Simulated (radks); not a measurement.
Fractional charge and spin in the 4p shell of palladium: the spin-up occupation runs from 2 to 3 and the spin-down occupation from 2 to 3; the fullest corner is Pd, [Ar] 3d10 4s2 4d10 4p(up 3, down 3). All-electron calculation, scalar-relativistic Kohn-Sham, PBE, spin-polarised, spherical densities, finite nucleus; Fermi nuclear charge, rms radius of each element as measured or else 0.836 A^(1/3) + 0.57 fm. Program: a radial shooting solver on a logarithmic mesh with Libxc functionals. Energy (eV) minus the two flat planes that join the four corners (they meet along the diagonal where the two added fractions sum to one electron); zero is where a piecewise linear energy would lie.

| down \ up | 2 | 2.25 | 2.5 | 2.75 | 3 |
|---|---|---|---|---|---|
| 2 | 0.000 | -1.376 | -1.815 | -1.346 | 0.000 |
| 2.25 | -1.376 | -1.746 | -1.209 | 0.205 | -1.152 |
| 2.5 | -1.815 | -1.209 | 0.274 | -1.015 | -1.504 |
| 2.75 | -1.346 | 0.205 | -1.015 | -1.436 | -1.102 |
| 3 | 0.000 | -1.152 | -1.504 | -1.102 | 0.000 |

Corners above the fullest one (they belong to Pd+ and the next ion): (up 3, down 2) 56.891 eV, (up 2, down 3) 56.891 eV, (up 2, down 2) 128.23 eV. With half an added electron in each spin the energy lies 0.274 eV from the planes, and with half an added electron in spin up alone -1.815 eV. The planes are only a guide here: the flat-plane condition holds for ground states with one frontier orbital, while this shell lies below other occupied shells, so the corners above the fullest one are inner-hole states and not the ground states of those ions.
